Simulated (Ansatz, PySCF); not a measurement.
Molecule: sum formula HBOF, charge 1, multiplicity 1. It need not be the lowest isomer of its formula. 
Geometry from a B3LYP-D3(BJ)/def2-TZVP (Ansatz, a first-principles code) optimisation:
SMILES: FB=[OH+]
```xyz
4

F     -1.2127     0.2744    -0.2794
B     -0.0313    -0.0029    -0.0216
O      1.1394    -0.2201     0.3170
H      1.9559    -0.6944     0.0867
```
Charge +1, spin multiplicity 1.

Total electronic energies in hartree. Correlated levels leave the core frozen unless marked. No spin-orbit coupling. No relativistic terms. CBS marks a two-point X^-3 extrapolation of the correlation energy; Hartree-Fock from the larger set.

```tsv
level	program	energy (Eh)
HF/6-31G	Ansatz	-199.26397
HF/aug-cc-pVDZ	Ansatz	-199.36761
HF-D3(BJ)/def2-TZVPD	PySCF + dftd3	-199.45574
RI-HF/cc-pVTZ	Ansatz	-199.43395
revPBE/def2-TZVPD	Ansatz	-200.29406
B3LYP-D4/def2-TZVPD	Ansatz + dftd4	-200.36485
PBE0/def2-QZVPP	Ansatz	-200.15945
BHLYP-D4/def2-TZVPD	Ansatz + dftd4	-200.27969
MN15-D3(BJ)/def2-TZVPD	PySCF + dftd3	-200.18657
LC-wPBE-D4/def2-TZVPD	Ansatz + dftd4	-200.23409
B2GP-PLYP-D4/def2-TZVPD	Ansatz + dftd4	-200.20506
MP2/STO-3G	Ansatz	-196.80495
RI-MP2/aug-cc-pVTZ	Ansatz	-200.00133
SCS-MP2/STO-3G	Ansatz	-196.80354
CCSD(T)/CBS(cc-pVTZ,cc-pVQZ)	Ansatz	-200.1050
```

Totals of different functionals don't rank their quality; only differences between species are comparable.
